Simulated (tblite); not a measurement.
C5H12P2.
Geometry (GFN2-xTB, Å), atoms numbered from 1 in this order:
```
atom  x, y, z in Å
C1     3.0099    0.1404    0.1759
C2     2.4797   -1.0524   -0.6072
P3     0.6575   -1.3558   -0.3931
C4     0.0418    0.2579   -0.9339
C5    -1.0894    0.7769   -0.4628
P6    -2.0036    0.0127    0.9021
C7    -3.7019    0.5790    0.4282
H8     2.5048    1.0565   -0.1240
H9     2.8483   -0.0013    1.2432
H10    4.0777    0.2631    0.0014
H11    2.6587   -0.9228   -1.6794
H12    2.9954   -1.9676   -0.3021
H13    0.6125   -1.0646    0.9776
H14    0.5750    0.7228   -1.7567
H15   -1.4591    1.7351   -0.8117
H16   -2.0927   -1.2545    0.3079
H17   -3.8078    1.6351    0.6740
H18   -4.4348    0.0167    1.0038
H19   -3.8816    0.4320   -0.6355
```

Level: GFN2-xTB in tblite, geometry and Hessian alike; calculated harmonic values, unscaled, isolated species. Errors from tens to a few hundred cm⁻¹ against measured bands are possible. Modes of hydrogen on phosphorus can be 10 to 20 % off. One conformer, not necessarily the lowest.

Harmonic wavenumbers (cm⁻¹): 29.4, 65.1, 90.9, 101.0, 154.1, 177.2, 221.5, 240.3, 313.0, 371.2, 490.0, 647.3, 670.9, 701.3, 715.1, 737.0, 740.8, 771.5, 844.8, 856.8, 875.2, 877.7, 892.8, 978.5, 1010.2, 1019.6, 1075.4, 1124.8, 1225.9, 1255.5, 1267.0, 1315.6, 1410.5, 1444.6, 1450.9, 1454.2, 1494.5, 1497.0, 1599.7, 2217.3, 2228.6, 2934.7, 2954.8, 2994.7, 2998.7, 3002.2, 3010.8, 3014.6, 3017.2, 3021.5, 3030.6.

A = 4556, B = 743.2, C = 719.8 MHz; mass 134.041 u (most abundant isotopes); point group C1, symmetry number 1.

**Question.** Zero-point energy?

**Answer.** ½Σν̃ = 33317 cm⁻¹ = 398.56 kJ/mol.

**Question.** Give the ideal-gas entropy at 350 K and 1 bar in the rigid-rotor, harmonic-oscillator model (classical rotation).

**Answer.** Translation 173.28, rotation 124.46, vibration 158.70: S = 456.4 J/(mol K).

**Question.** And Cp and H(350 K) − H(0)?

**Answer.** Cp = 184.51 J/(mol K), of which vibrations give 151.26 (their classical limit is 51 R = 424.0); H(350 K) − H(0) = 39.19 kJ/mol without the zero-point energy, 27.55 from vibrations.

**Question.** How do the functions run with temperature in this model?

**Answer.** 
```json
{"T (K)": "100", "S (J/(mol K))": "302.5", "Cp (J/(mol K))": "84.8", "H − H(0) (kJ/mol)": "5.95", "G − H(0) (kJ/mol)": "-24.30", "ln q(vib)": "2.43"}
{"T (K)": "200", "S (J/(mol K))": "372.5", "Cp (J/(mol K))": "121.6", "H − H(0) (kJ/mol)": "16.25", "G − H(0) (kJ/mol)": "-58.25", "ln q(vib)": "5.46"}
{"T (K)": "300", "S (J/(mol K))": "429.6", "Cp (J/(mol K))": "163.7", "H − H(0) (kJ/mol)": "30.49", "G − H(0) (kJ/mol)": "-98.40", "ln q(vib)": "8.26"}
{"T (K)": "500", "S (J/(mol K))": "531.7", "Cp (J/(mol K))": "238.5", "H − H(0) (kJ/mol)": "71.10", "G − H(0) (kJ/mol)": "-194.76", "ln q(vib)": "13.61"}
{"T (K)": "800", "S (J/(mol K))": "660.9", "Cp (J/(mol K))": "310.9", "H − H(0) (kJ/mol)": "154.43", "G − H(0) (kJ/mol)": "-374.32", "ln q(vib)": "21.16"}
{"T (K)": "1000", "S (J/(mol K))": "733.9", "Cp (J/(mol K))": "342.9", "H − H(0) (kJ/mol)": "219.98", "G − H(0) (kJ/mol)": "-513.97", "ln q(vib)": "25.81"}
```

q(vib) and H(0) count from the zero-point level.

**Question.** Blend soft modes into free rotors: weight 1/[1 + (100 cm⁻¹/ν̃)⁴] for the oscillator and the rest for a rotor with moment μB/(μ + B), μ = h/(8π²ν), B = 10⁻⁴⁴ kg m². What vibrational entropy results?

**Answer.** 142.52 J/(mol K) in place of 158.70, which changes −T·S at 350 K by +5.66 kJ/mol.

**Question.** Which modes carry the vibrational entropy at 350 K?

**Answer.** 29.4 cm⁻¹: 25.89; 65.1 cm⁻¹: 19.30; 90.9 cm⁻¹: 16.55; 101.0 cm⁻¹: 15.68; 154.1 cm⁻¹: 12.25; 177.2 cm⁻¹: 11.13 J/(mol K); the other 45 give 57.90 together.

**Question.** What must be added to the electronic energy to get the Gibbs energy at 350 K and 1 bar?

**Answer.** ZPE + [H(350 K) − H(0)] − T·S = 398.56 + 39.19 − 159.75 = 278.00 kJ/mol.

Hindered rotation and anharmonicity are outside this model. Other conformers, if any are populated, would add a mixing term that is left out. The structure is chiral; the term R ln 2 for an equal mix with its mirror image is left out.
